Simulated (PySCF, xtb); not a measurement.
BrH, SMILES Br.

xtb with GFN2-xTB at its own geometry gives an orbital gap of 7.07 eV and a dipole moment of 2.56 D.

The structure is a stationary point at PBE-D3(BJ)/def2-TZVPD.

Task: What does PySCF with r2SCAN/def2-TZVPD give? (The exact figures need the calculation; the answer reports its results.)

Result: gap 6.83 eV (levels -7.78 and -0.95 eV), dipole 0.89 D.
